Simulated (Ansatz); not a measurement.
`F[CH2][AlH][SiH3]` + `O[SiH2][SeH]` → `FCO[SiH2][SeH]` + `[AlH2][SiH3]`  (substitution at a C–Al bond)

Isolated molecules relaxed with PBE0-D4/def2-TZVP in Ansatz; ΔE leaves out vibrations. CBS: MP2 limit from def2 TZ/QZ plus the TZ coupled-cluster correction, frozen cores. This one scheme is used for every species. Functionals use def2-TZVPP. For Se outer-core shells are correlated without core-valence functions, which leaves a few kJ/mol of doubt a bond. Scalar relativity is left out up to krypton. Each species was taken in one conformer, which may not be the lowest.

```csv
level,ΔE (kJ/mol),difference from CCSD(T)/CBS
ωB97X-V,18.8,-8.2
ωB97M-V,24.6,-2.4
PBE,29.5,2.5
r2SCAN,25.0,-2.0
PBE0,26.1,-0.9
HF/def2-TZVPP,9.2,-17.8
MP2/def2-TZVPP,24.2,-2.8
SCS-MP2/def2-TZVPP,20.6,-6.4
CCSD/def2-TZVPP,20.3,-6.7
HF/CBS(def2),9.9,-17.1
CCSD(T)/CBS,27.0,0
```

Largest T1 diagnostic among the species: 0.012.

In def2-TZVPP, CCSD(T) changes the Hartree–Fock value by +11.3 kJ/mol (the triples alone add +0.3 kJ/mol) and MP2 by +15.0 kJ/mol. The D4 term adds −3.8 kJ/mol with B3LYP and −2.1 kJ/mol with PBE0; it sums over pairs of atoms, weighted by their polarisabilities, and B3LYP, whose exchange is more repulsive, gets the larger term. From PBE to PBE0 (25 % exact exchange), in def2-TZVPP and without D4, ΔE moves by −3.4 kJ/mol.

B3LYP here is the variant with VWN-RPA as its local correlation; programs differ in this.
